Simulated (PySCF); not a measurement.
C2H7NOSi2, SMILES CC1=N[SiH2]O[SiH2]1.

Coordinates come from a r2SCAN-D4/def2-SVP optimisation. The structure was generated by enumeration, and PubChem lists no compound with its InChIKey, so it may never have been made.

Method: r2SCAN-D4/def2-SVP in PySCF.

Frequencies are harmonic and unscaled.

```csv
mode,ν (cm⁻¹),IR (km/mol),moving atoms (share of kinetic energy)
1,116,1.7,H 89 %
2,142,1.0,"O 50 %, H 31 %, Si 14 %"
3,193,0.8,"H 38 %, N 38 %, C 16 %"
4,280,0.6,"C 37 %, H 31 %, Si 22 %"
5,345,5.1,"H 52 %, C 34 %, N 13 %"
6,416,6.4,"Si 50 %, O 22 %, C 18 %"
7,457,22.4,"Si 49 %, N 23 %, C 14 %, O 9 %"
8,548,1.3,"C 43 %, Si 24 %, H 21 %, N 12 %"
9,617,60.3,"H 67 %, C 21 %, Si 11 %"
10,677,20.2,"H 66 %, Si 18 %, N 13 %"
11,693,43.8,"H 84 %, O 10 %"
12,697,16.2,H 92 %
13,701,2.9,"O 43 %, Si 28 %, H 27 %"
14,750,53.8,"H 43 %, N 37 %, Si 10 %, C 8 %"
15,793,20.0,"H 43 %, Si 25 %, N 19 %, O 9 %"
16,916,342.0,"H 57 %, O 20 %, Si 19 %"
17,950,196.6,"O 52 %, H 32 %, Si 14 %"
18,961,250.0,H 92 %
19,991,22.7,H 85 %
20,993,2.4,"H 61 %, C 39 %"
21,1001,49.4,"H 50 %, C 27 %, N 16 %"
22,1175,15.1,"C 67 %, H 29 %"
23,1357,16.2,"H 71 %, C 29 %"
24,1425,25.1,H 94 %
25,1439,15.9,H 96 %
26,1648,146.8,"C 57 %, N 40 %"
27,2223,141.3,H 98 %
28,2226,122.0,H 96 %
29,2254,156.1,H 95 %
30,2257,105.4,H 98 %
31,3018,7.2,H 97 %
32,3104,4.4,"H 91 %, C 9 %"
33,3152,7.5,"H 90 %, C 10 %"
```
